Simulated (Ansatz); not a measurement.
Molecule: CHO, charge 0, multiplicity 2. It need not be the lowest isomer of its formula. 
Coordinates optimised at B3LYP-D3(BJ)/def2-TZVP (Ansatz, an electronic-structure program):
```
O
C 1 1.2674
H 1 0.9900 2 115.15
```
Charge 0, spin multiplicity 2.

Basis-set convergence of Hartree-Fock and MP2 correlation energies (hartree) with Ansatz. Cores are frozen in the correlated levels unless marked. UHF or UKS for open shells. Spin-orbit coupling is left out. Non-relativistic.

| basis | functions | E(HF) | E(corr, MP2) |
|---|---|---|---|
| def2-SVPD | 51 | -113.11346 | -0.28430 |
| def2-TZVPPD | 94 | -113.24725 | -0.34601 |
| def2-QZVPPD | 162 | -113.25193 | -0.37214 |

Extrapolating the two largest sets (X = 3 and 4) as X^-3: E(corr) = (64·(-0.37214) - 27·(-0.34601))/37 = -0.3912 Eh, an estimate of the basis-set limit. The largest set recovers 95.1 % of it, the smallest 72.7 %.
